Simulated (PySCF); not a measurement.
## Polarisability and C₆ of V²⁺ (vanadium, charge +2)

[Ar] 3d3, high-spin 4F determinant. Calculation: PySCF 2.14, in aug-cc-pwCVTZ; no relativity, point nucleus. Coupled (time-dependent) response in atomic units; α is the mean over directions.

| method | mean α (bohr³) | C₆ (like pair) | S(−4) |
| --- | --- | --- | --- |
| UHF | 3.922 | 11.90 | 8.552 |
| PBE | 4.910 | 14.80 | 18.76 |

S(−4) is the Cauchy moment in α(ω) = α(0) + S(−4) ω² + …

α(iu) at PBE:

| u (hartree) | α(iu) (bohr³) |
| --- | --- |
| 0 | 4.910 |
| 0.0500 | 4.864 |
| 0.100 | 4.735 |
| 0.200 | 4.329 |
| 0.300 | 3.878 |
| 0.500 | 3.137 |
| 0.750 | 2.505 |
| 1.00 | 2.062 |
| 1.50 | 1.466 |
| 2.00 | 1.085 |
| 3.00 | 0.6539 |
| 5.00 | 0.3097 |

A single London oscillator, α(iu) = α/(1 + u²/ω²), gives C₆ = (3/4) ω α². Matching the computed C₆ needs ω = 4 × 14.80 / (3 × 4.910²) = 0.819 hartree.

For an ion, C₆ is the dispersion term alone; charge-induced terms of lower order in 1/R come first.
